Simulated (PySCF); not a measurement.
Cd(Me)(SMe) (C2H6CdS), SMILES [Cd]([S]C)[CH3].

Coordinates come from a r2SCAN-D4/def2-SVP optimisation. A frequency run showed that this geometry is not a minimum. The def2 effective core potentials stand for the cores of Cd; spin–orbit coupling is left out. One conformer was computed; it need not be the lowest.

These are C-PCM-PBE0/def2-SVP in PySCF values and carry that method's errors.

The values are the electrostatic part of the solvation free energy, E(continuum) − E(gas) at the gas-phase geometry, in a cavity of scaled van der Waals radii (PySCF's table); cavitation and dispersion terms are not included. A continuum can't describe solvent molecules that bind to the metal. In vacuum the orbital gap is 5.68 eV. The dipole moment in vacuum is 1.99 D.

| solvent | ε | ΔG(elec) (kcal/mol) | dipole (D) | gap (eV) |
|---|---|---|---|---|
| water | 78.36 | -9.3 | 2.80 | 6.38 |
| dichloromethane | 8.93 | -8.2 | 2.69 | 6.30 |
| diethylether | 4.24 | -6.8 | 2.57 | 6.19 |
